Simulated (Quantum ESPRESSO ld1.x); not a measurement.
Problem. W53+, 21 electrons, occupied as [Ar] 3d3. Method: scalar-relativistic Kohn-Sham, LDA (Slater exchange, VWN5 correlation), spin-polarised, spherical densities, point nucleus; open shells are filled with parallel spins first; computed with ld1.x of Quantum ESPRESSO 7.5. Some entries of the table are withheld. Estimate them.

| orbital | occ. | eigenvalue (eV) | r(max) (bohr) | <r> (bohr) |
|---|---|---|---|---|
| 1s up | 1 | -72988.1 | 0.011 | 0.01835 |
| 1s down | 1 | -72987.6 | 0.011 | 0.01835 |
| 2s up | 1 | -15458.0 | 0.065 | 0.07714 |
| 2s down | 1 | -15441.5 | 0.065 | 0.07709 |
| 2p up | 3 | -13973.2 | (1) | 0.06895 |
| 2p down | 3 | -13959.9 | (2) | 0.06890 |
| 3s up | 1 | -5832.48 | 0.179 | 0.1905 |
| 3s down | 1 | -5814.45 | 0.179 | 0.1908 |
| 3p up | 3 | -5391.69 | 0.176 | 0.1881 |
| 3p down | 3 | -5373.47 | 0.176 | 0.1884 |
| 3d up | 3 | (3) | 0.141 | 0.1671 |
| 3d down | 0 | (4) | 0.141 | 0.1674 |

Solution. 
(1) 2p up r(max) (bohr): 0.054
(2) 2p down r(max) (bohr): 0.053
(3) 3d up eigenvalue (eV): -4961.15
(4) 3d down eigenvalue (eV): -4938.46
